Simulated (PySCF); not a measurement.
`NP(C(F)(F)F)C(F)(F)F`: 4 charge schemes on one density

Compound: C2H2F6NP.
SMILES with atom numbers: `[NH2:1][P:2]([C:3]([F:4])([F:5])[F:6])[C:7]([F:8])([F:9])[F:10]` (hydrogens: H11, H12 on N1)

Cartesian coordinates in Å at the PBE0-D3(BJ)/def2-SVP level; atoms count from 1:
```
atom  x, y, z in Å
N1    -0.919    1.414    0.318
P2    -0.361    0.360   -0.858
C3    -0.904   -1.271   -0.058
F4    -0.700   -1.313    1.261
F5    -2.212   -1.432   -0.261
F6    -0.266   -2.303   -0.607
C7     1.469    0.232   -0.370
F8     1.658    0.106    0.948
F9     2.068   -0.793   -0.970
F10    2.082    1.357   -0.750
H11   -0.639    1.341    1.290
H12   -1.285    2.313    0.037
```

Density: PBE0/pcSseg-1 (PySCF); schemes: Mulliken, IAO, Hirshfeld and ESP-fitted. One conformer (not necessarily the lowest) at the PBE0-D3(BJ)/def2-SVP geometry, without solvent, vibrations or thermal averaging.

Question: Which atoms carry the lowest charge in the Mulliken, IAO, Hirshfeld and ESP-fitted schemes?

Answer: All schemes agree: Mulliken N1 (-0.614); IAO N1 (-0.767); Hirshfeld N1 (-0.257); ESP-fitted N1 (-0.673).

Question: Which atoms carry the highest charge in the Mulliken, IAO, Hirshfeld and ESP-fitted schemes?

Answer: The schemes don't all agree: Mulliken C3 (+0.585); IAO P2 (+0.624); Hirshfeld C3 (+0.199); ESP-fitted C7 (+0.478).

Question: Give the atomic charges in each scheme.

Answer: In e:

```tsv
atom	environment	Mulliken	IAO	Hirshfeld	ESP-fitted
N1	nitrogen bonded to P and 2 H	-0.614	-0.767	-0.257	-0.673
P2	three-coordinate phosphorus	+0.554	+0.624	+0.163	-0.037
C3	CF3 carbon	+0.585	+0.617	+0.199	+0.414
F4	fluorine of a CF3 group	-0.263	-0.276	-0.092	-0.142
F5	fluorine of a CF3 group	-0.258	-0.272	-0.092	-0.131
F6	fluorine of a CF3 group	-0.255	-0.272	-0.091	-0.141
C7	CF3 carbon	+0.580	+0.608	+0.195	+0.478
F8	fluorine of a CF3 group	-0.264	-0.279	-0.094	-0.157
F9	fluorine of a CF3 group	-0.252	-0.269	-0.091	-0.159
F10	fluorine of a CF3 group	-0.264	-0.277	-0.097	-0.155
H11	N–H hydrogen	+0.224	+0.274	+0.121	+0.313
H12	N–H hydrogen	+0.225	+0.289	+0.137	+0.390
```

Mean size of the charges over all atoms: IAO 0.402 e, Mulliken 0.361 e, ESP-fitted 0.266 e, Hirshfeld 0.136 e. Each set sums to the total charge, 0, to within 0.001 e. The Mulliken scheme counts on each atom the diagonal of the density matrix times the overlap matrix over that atom's basis functions. The IAO scheme counts the electrons in orthogonalised intrinsic atomic orbitals, a minimal basis polarised so that it spans the occupied orbitals exactly.

Question: How many electrons does the Mulliken scheme count on C3?

Answer: Z − q = 6 − (+0.585) = 5.415.

Question: How closely do the schemes follow one another over all atoms?

Answer: Correlation coefficient and root-mean-square difference: Mulliken with IAO 1.00, 0.056 e; IAO with Hirshfeld 0.99, 0.297 e; Mulliken with Hirshfeld 0.98, 0.252 e; Hirshfeld with ESP-fitted 0.92, 0.196 e; IAO with ESP-fitted 0.87, 0.226 e; Mulliken with ESP-fitted 0.86, 0.205 e.

Question: Sum the charges by element, for elements with more than one atom.

Answer: 
```tsv
element	atoms	Mulliken	IAO	Hirshfeld	ESP-fitted
C	2	+1.165	+1.226	+0.393	+0.892
F	6	-1.555	-1.645	-0.557	-0.885
H	2	+0.448	+0.562	+0.258	+0.703
```

These values come from a run that also computed NMR shieldings. The run took 25 s of wall time on an Arm Neoverse V1 with one thread, shared host with 32 logical CPUs at a one-minute load of 11, and the process peaked at 1.2 GiB of memory.
